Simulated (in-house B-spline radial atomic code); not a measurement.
Neutral promethium is squeezed into an impenetrable sphere of radius R (the orbitals vanish at R). Method: Dirac-Kohn-Sham LDA VWN5, spherical fractional occupations, Fermi nucleus of rms radius 4.962 fm. Calculated with a radial B-spline atomic code at the basis-set limit.

Energies in eV above the free atom in [Xe] 4f5 6s2:

| R (bohr) | highest level (eV) | [Xe] 4f5 6s2 | [Xe] 4f6 6s1 | [Xe] 4f5 5f1 6s1 |
| --- | --- | --- | --- | --- |
| 8.17 | -1.47 | 0.4968 | 3.82 | 9.656 |
| 5.86 | 0.569 | 4.144 | 6.643 | 17.18 |
| 4.79 | 4.57 | 11.93 | 12.01 | 27.56 |
| 3.92 | 15 | 31.89 | 25.86 | 48.82 |
| 3.57 | 23.4 | 49.98 | 38.75 | 66.31 |
| 3.15 | 40.3 | 90.46 | 68.42 | 103.8 |
| 2.5 | 99.4 | 261.2 | 199.1 | 256.5 |
| 2.16 | 167 | 495.2 | 384.6 | 464.2 |
| 1.86 | 276 | 929.4 | 737.8 | 850.7 |
| 1.27 | 910 | 4262 | 3581 | 3865 |

Task: Does [Xe] 4f6 6s1 fall below [Xe] 4f5 6s2 under compression?

Result: Yes, between R = 4.79 and 3.92 bohr the order changes (near 4.78 bohr by linear interpolation).

Task: Does [Xe] 4f5 5f1 6s1 fall below [Xe] 4f5 6s2 under compression?

Result: Yes, between R = 3.15 and 2.5 bohr the order changes (near 2.67 bohr by linear interpolation).

The highest level is first positive in the row R = 5.86 bohr, pushed up by confinement above the zero of the free ion's potential. Each configuration is held fixed and needn't be the lowest in the sphere.
